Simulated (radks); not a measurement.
Results of a calculation; reference values are marked as such.
These are the eigenvalues of the occupied orbitals of an atom or ion with whole-number occupations (eV). Code: a radial shooting solver on a logarithmic mesh with Libxc functionals. Model: Dirac Kohn-Sham, PBE, spin-unpolarised, spherical densities, point nucleus.

orbital  eigenvalue
1s1/2     -15048.30
2s1/2     -2027.243
2p1/2     -1840.533
2p3/2     -1779.744
3s1/2     -317.7777
3p1/2     -250.8830
3p3/2     -241.7471
3d3/2     -124.7307
3d5/2     -123.1784
4s1/2      -50.3170
4p1/2      -34.3638
4p3/2      -33.3844

Which element is it, and in what charge state? The configuration may be excited. Open shells, if any, fill j = l - 1/2 first.

Answer. Z = 37, rubidium, charge +2: Rb2+ in [Ar] 3d10 4s2 4p5. The list shows which subshells hold electrons but not how many an open one holds; the 1s level, -553.01 hartree, gives Z - s = 33.3 by -(Z - s)^2/2, which with screening and relativity narrows Z to a few neighbours, and the depths of the outer levels then fix element, charge and occupations together.
